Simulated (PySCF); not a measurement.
**Two-photon absorption: `InChI=1S/C5H6OSe/c1-7-5-3-2-4-6/h2,4-5H,1H3`**

Molfile (atoms numbered from 1):
```
C5H6OSe
     RDKit          3D

 13 12  0  0  0  0  0  0  0  0999 V2000
    1.9468    0.7651   -0.0430 C   0  0  0  0  0  0  0  0  0  0  0  0
    2.1437   -0.8830   -1.0594 Se  0  0  0  0  0  2  0  0  0  0  0  0
    0.3620   -1.5492   -0.8485 C   0  0  0  0  0  0  0  0  0  0  0  0
   -0.4879   -1.0383   -0.0232 C   0  0  0  0  0  0  0  0  0  0  0  0
   -1.3383   -0.4094    0.7541 C   0  0  0  0  0  0  0  0  0  0  0  0
   -2.1366    0.7217    0.2758 C   0  0  0  0  0  0  0  0  0  0  0  0
   -2.0156    1.2725   -0.7887 O   0  0  0  0  0  0  0  0  0  0  0  0
    1.7934    0.5268    1.0068 H   0  0  0  0  0  0  0  0  0  0  0  0
    2.8614    1.3380   -0.1677 H   0  0  0  0  0  0  0  0  0  0  0  0
    1.0966    1.3155   -0.4386 H   0  0  0  0  0  0  0  0  0  0  0  0
    0.1529   -2.4009   -1.4771 H   0  0  0  0  0  0  0  0  0  0  0  0
   -1.4945   -0.7223    1.7778 H   0  0  0  0  0  0  0  0  0  0  0  0
   -2.8884    1.0640    1.0139 H   0  0  0  0  0  0  0  0  0  0  0  0
  1  2  1  0
  2  3  1  0
  3  4  2  0
  4  5  2  0
  5  6  1  0
  6  7  2  0
  1  8  1  0
  1  9  1  0
  1 10  1  0
  3 11  1  0
  5 12  1  0
  6 13  1  0
M  END
```

Level of theory: TDDFT CAM-B3LYP/def2-SVPD excited states, vertical, gas phase in PySCF. Geometry: GFN2-xTB.

The calculation is non-relativistic, which matters for the atoms heavier than Zn.

(1) Give the one- and two-photon strengths of the lowest singlets.

Answers

(1) δ for parallel linear polarisation; σ at the peak of a Lorentzian of half width 0.1 eV, single beam; Ω is circular over linear.
```csv
state,E (eV),f,photon λ (nm),δ (au),σ (GM),Ω,main
S1,3.24,0.001,764,5.12,0.02,1.16,HOMO→LUMO 0.86
S2,3.81,0.000,651,0.96,0.01,1.24,HOMO−1→LUMO 0.81
S3,4.85,0.005,511,9.03,0.08,1.46,HOMO→LUMO+1 0.78
S4,5.47,0.122,453,47.7,0.52,1.50,"HOMO−2→LUMO 0.72, HOMO→LUMO+2 0.21"
S5,5.62,0.446,441,192,2.23,0.63,"HOMO→LUMO+2 0.47, HOMO−2→LUMO 0.19"
```

Among these, the strongest one-photon state is S5, the strongest two-photon state S5, with a dipole change of 3.1 D (relaxed, norm of the difference vector).
